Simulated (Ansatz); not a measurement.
Reaction (silylene formation by 1,1-elimination): `CO[Si](N)(F)Cl` → `F[Si]Cl` + `CON`

Isolated molecules relaxed with PBE0-D4/def2-TZVP in Ansatz; ΔE leaves out vibrations. CCSD(T)/CBS is the MP2 limit (def2-TZVPP, def2-QZVPP) plus CCSD(T) − MP2 in def2-TZVPP, frozen cores. This one scheme is used for every species. Functionals use def2-TZVPP. One conformer a species, not always the lowest.

```json
{"species": "`CO[Si](N)(F)Cl`", "B2PLYP energy (Eh)": "-1020.55299"}
{"species": "`F[Si]Cl`", "B2PLYP energy (Eh)": "-849.38760"}
{"species": "`CON`", "B2PLYP energy (Eh)": "-170.95928"}
```

(1) Work out ΔE.

Largest T1 diagnostic among the species: 0.014.

Results:

(1) ΔE = (-849.38760) + (-170.95928) − (-1020.55299) = 0.20611 Eh = +541.1 kJ/mol. CCSD(T)/CBS gives +558.4 kJ/mol.

Leaving LDA and LC-ωPBE aside and taking each functional with its dispersion term where it has one, the values, not all of them listed here, spread over 77.6 kJ/mol, from BLYP-D4 to r2SCAN0-D4. LDA lies +50.2 kJ/mol from PBE without D4. From PBE to PBE0 (25 % exact exchange), in def2-TZVPP and without D4, ΔE moves by +37.3 kJ/mol. The D4 term adds +20.3 kJ/mol with B3LYP and +11.1 kJ/mol with PBE0; it sums over pairs of atoms, weighted by their polarisabilities, and B3LYP, whose exchange is more repulsive, gets the larger term.

B3LYP here is the variant with VWN-RPA as its local correlation; programs differ in this.
